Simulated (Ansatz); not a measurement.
## A correction line for r2SCAN-D4/def2-TZVPP: vertical ionisation energy

The vertical ionisation energy (cation less neutral) in eV of 6 molecular compounds of Ta: x at r2SCAN-D4/def2-TZVPP, y at CCSD(T)/def2-TZVPP. Shapes, held fixed at every level: PBE0-D4/def2-TZVP. Flexible molecules stand in one conformer, not always the lowest. Programs: Ansatz 0.2.0.

| molecule | x (eV) | y (eV) |
| --- | --- | --- |
| C2H10NO4Ta (SMILES C[N](C)[Ta]([OH])([OH])([OH])[OH]) | 8.20 | 8.61 |
| C2H7ClFN2Ta (SMILES C[N](C)[Ta](=[NH])([F])[Cl]) | 8.90 | 9.23 |
| C3H10NO3Ta (SMILES C[O][Ta](=[NH])([O]C)[O]C) | 8.95 | ? |
| Ta(CH3)(NH2)ClS | 9.34 | 9.57 |
| Ta(CH3)(OH)FS | 9.62 | 9.78 |
| Ta(NH2)(OH)FO | 10.31 | 10.56 |

Question: Fit y = c + s·x to the known rows and predict y for C3H10NO3Ta.

Answer: 
1. Means of the 5 rows: x = 9.2740, y = 9.550.
2. Σ(Δx)² = 2.4907, Σ(Δx·Δy) = 2.2565, so the slope is 2.2565/2.4907 = 0.90597.
3. Intercept: 9.550 − (0.90597) × 9.2740 = 1.148. The largest residual of the fit is 0.083.
4. C3H10NO3Ta: 1.148 + 0.90597 × 8.95 = 9.26 eV.

CCSD(T)/def2-TZVPP gives 9.36 eV, so the prediction is off by -0.10 eV, about the largest residual. Uncorrected, r2SCAN-D4/def2-TZVPP misses it by -0.41 eV, and the other rows by 0.28 on average. The line removes about 80 % of this miss. Left out in turn, the other rows are missed by 0.10 eV on average, so much of the error is systematic among these molecules. Cations run unrestricted. For atoms past krypton def2 sets carry core potentials with scalar relativity. Outer-core shells of Ta are correlated, in sets that cover them unevenly.
